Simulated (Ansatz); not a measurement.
A nudged elastic band was laid between two geometries of F$_{2}$H$_{5}$W (8 atoms, charge 0, multiplicity 2).

Computed with UKS B3LYP-D4/def2-SVP in Ansatz.

| Property | Result |
| --- | --- |
| movable images | 7 |
| climbing image | yes |
| spring | 5.0 eV/Å² |
| optimiser | quadratic models (default) |
| start path | through a guess of the saddle point |
| force threshold | 0.05 eV/Å |
| iteration limit | 56 |
| end points | relaxed |

Image 0:

```xyz
8
Properties=species:S:1:pos:R:3
W 0.536 0.069 0.557
H -1.453 -0.526 0.738
F 2.381 0.244 0.339
H 0.019 1.422 -0.311
H -1.537 0.255 0.658
H 0.333 -1.506 -0.019
H -0.275 -0.166 -0.920
F 0.126 0.209 2.398
```

Image 8:

```xyz
8
Properties=species:S:1:pos:R:3
W 0.329 0.175 0.011
H -0.975 -0.604 2.358
F 1.889 0.513 0.957
H -0.172 1.409 -1.029
H -1.230 0.647 0.544
H -0.271 -1.412 -0.172
H 0.604 -0.183 -1.619
F -0.043 -0.546 2.390
```

Q: Which bonds break or form, and what moves?

A: Bonds broken: W1–H2, H2–H5. Bonds formed: H2–F8.

Q: Give the energies along the band, and the barrier.

A: The forces met the threshold. The highest image is number 4 of 0 to 8, 34.8 kcal/mol above the first end and 9.5 kcal/mol above the last; the last end lies 25.3 kcal/mol above the first. The profile has 3 maxima (images 1, 4, 6) with wells between them (images 2, 5): this band takes more than one step, which may be the mechanism or a detour left from its start path. A vibrational analysis at the climbing image gives one clearly imaginary mode, 867i cm⁻¹: a first-order saddle point.

| image | path coordinate (Å) | energy (kcal/mol) | W1–H2 (Å) | H2–H5 (Å) | H2–F8 (Å) |
| --- | --- | --- | --- | --- | --- |
| 0 | 0.00 | 0.0 | 2.08 | 0.79 | 2.41 |
| 1 | 0.93 | 1.1 | 2.25 | 0.77 | 2.23 |
| 2 | 1.86 | 0.4 | 2.07 | 0.79 | 2.40 |
| 3 | 2.79 | 9.6 | 2.12 | 0.78 | 1.84 |
| 4 | 3.72 | 34.8 | 1.99 | 0.99 | 1.21 |
| 5 | 4.54 | 25.6 | 2.53 | 1.72 | 0.94 |
| 6 | 5.36 | 26.3 | 2.67 | 1.75 | 0.94 |
| 7 | 6.18 | 26.0 | 2.66 | 1.76 | 0.94 |
| 8 | 7.01 | 25.3 | 2.79 | 2.22 | 0.93 |

Q: What is the geometry of the highest image?

A: 
```xyz
8
Properties=species:S:1:pos:R:3:forces:R:3
W 0.374 -0.096 0.183 0.00 0.00 0.00
H -0.852 0.084 1.739 0.00 0.00 0.00
F 2.193 -0.071 0.518 0.00 0.00 0.00
H -0.392 1.357 -0.172 0.00 0.00 0.00
H -1.299 -0.373 0.987 0.00 0.00 0.00
H -0.135 -1.514 -0.588 0.00 0.00 0.00
H 0.097 0.084 -1.483 0.00 0.00 0.00
F 0.144 0.530 2.256 0.00 0.00 0.00
```

Run time: 13 min on 2 threads of Arm Neoverse V1 (shared host), peak memory 0.23 GiB.
